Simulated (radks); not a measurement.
The numbers below are computed, except where a source is named.
Problem. Mn2+, configuration [Ar] 3d3.5 4p1.5 (fractional occupations, a model configuration). Level of theory: Dirac Kohn-Sham, PBE, spin-unpolarised, spherical densities, finite nucleus; open shells are shared between the two j in proportion to 2j + 1; Fermi nuclear charge, rms radius 3.7057 fm (a radial shooting solver on a logarithmic mesh with Libxc functionals). Some entries of the table are withheld. Estimate them.

| orbital | occ. | eigenvalue (eV) | <r^2> (bohr^2) |
|---|---|---|---|
| 1s1/2 | 2 | -6459.375 | 0.004988 |
| 2s1/2 | 2 | -775.9456 | (1) |
| 2p1/2 | 2 | (2) | (3) |
| 2p3/2 | 4 | (4) | (5) |
| 3s1/2 | 2 | -116.1531 | 0.8121 |
| 3p1/2 | 2 | (6) | 0.9030 |
| 3p3/2 | 4 | (7) | 0.9197 |
| 3d3/2 | 1.4 | (8) | 1.318 |
| 3d5/2 | 2.1 | (9) | 1.326 |
| 4p1/2 | 0.5 | -17.4544 | 8.861 |
| 4p3/2 | 1 | -17.3191 | 8.979 |

Solution. 
(1) 2s1/2 <r^2> (bohr^2): 0.09216
(2) 2p1/2 eigenvalue (eV): -669.0713
(3) 2p1/2 <r^2> (bohr^2): 0.07400
(4) 2p3/2 eigenvalue (eV): -658.6488
(5) 2p3/2 <r^2> (bohr^2): 0.07565
(6) 3p1/2 eigenvalue (eV): -85.3931
(7) 3p3/2 eigenvalue (eV): -84.0664
(8) 3d3/2 eigenvalue (eV): -35.3023
(9) 3d5/2 eigenvalue (eV): -35.1557
